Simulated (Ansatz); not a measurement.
A nudged elastic band was laid between two geometries of CH$_{4}$ClInO (8 atoms, charge 0, multiplicity 1).

Level of theory: RKS PBE0/def2-SVP (Ansatz 0.2.0).

```yaml
movable_images: 5
climbing_image: yes
spring: 5.0 eV/Å²
optimiser: quadratic models (default)
start_path: through a guess of the saddle point
force_threshold: 0.05 eV/Å
iteration_limit: 60
end_points: relaxed
```

Initial state:

```xyz
8
Properties=species:S:1:pos:R:3
In -0.513 -0.139 -0.624
C 0.651 0.811 0.903
O -0.617 -2.056 -1.164
H -0.050 -2.628 -0.634
Cl -1.991 1.089 -1.980
H 1.654 0.368 0.949
H 0.144 0.671 1.869
H 0.721 1.884 0.681
```

Final state:

```xyz
8
Properties=species:S:1:pos:R:3
In -1.251 -0.566 -1.590
C 0.773 0.249 0.967
O -0.750 -2.314 -1.245
H 0.591 -0.760 0.565
Cl -1.881 1.616 -2.018
H 1.855 0.442 0.977
H 0.378 0.308 1.990
H 0.285 1.026 0.355
```

What changes between the two ends?

Bonds broken: In1–C2, O3–H4. Bonds formed: C2–H4. CH4ClInO becomes CH4 + ClInO.

What energy profile does the band end with?

The forces met the threshold. The highest image is number 3 of 0 to 6, 305.1 kJ/mol above the first end and 102.1 kJ/mol above the last; the last end lies 203.1 kJ/mol above the first. Neighbouring images differ by up to 2.3 eV, so the band resolves the path poorly. A vibrational analysis at the climbing image gives one clearly imaginary mode, 1725i cm⁻¹: a first-order saddle point. The orbitals stay closed-shell, which can raise the energy where a bond breaks towards radicals; this wasn't checked here.

| image | path coordinate (Å) | energy (kJ/mol) | In1–C2 (Å) | O3–H4 (Å) | C2–H4 (Å) |
| --- | --- | --- | --- | --- | --- |
| 0 | 0.00 | 0.0 | 2.14 | 0.96 | 3.83 |
| 1 | 0.98 | 10.7 | 2.14 | 0.97 | 3.21 |
| 2 | 1.96 | 82.2 | 2.19 | 0.98 | 2.27 |
| 3 | 2.94 | 305.1 | 2.54 | 1.36 | 1.36 |
| 4 | 3.72 | 213.1 | 3.06 | 2.11 | 1.11 |
| 5 | 4.50 | 203.9 | 3.54 | 2.58 | 1.10 |
| 6 | 5.28 | 203.1 | 3.36 | 2.74 | 1.10 |

What is the geometry of the highest image?


```xyz
8
Properties=species:S:1:pos:R:3:forces:R:3
In -0.979 -0.330 -1.169 0.02 0.00 0.01
C 0.587 0.247 0.743 -0.03 -0.01 0.00
O 0.009 -1.916 -0.728 -0.01 0.00 -0.01
H 0.443 -0.955 0.123 0.01 0.02 0.00
Cl -2.321 1.382 -1.956 -0.01 0.00 -0.01
H 1.557 -0.071 1.161 0.01 0.00 0.00
H -0.094 0.434 1.588 0.00 0.00 0.00
H 0.798 1.208 0.238 0.01 -0.01 -0.01
```

The band took 10 iterations and of the order of 110 core-seconds.

The run took 60 s on 2 threads of AMD EPYC 9R45 96-Core Processor (Zen 5), with other jobs on the host, peak memory 0.21 GiB.
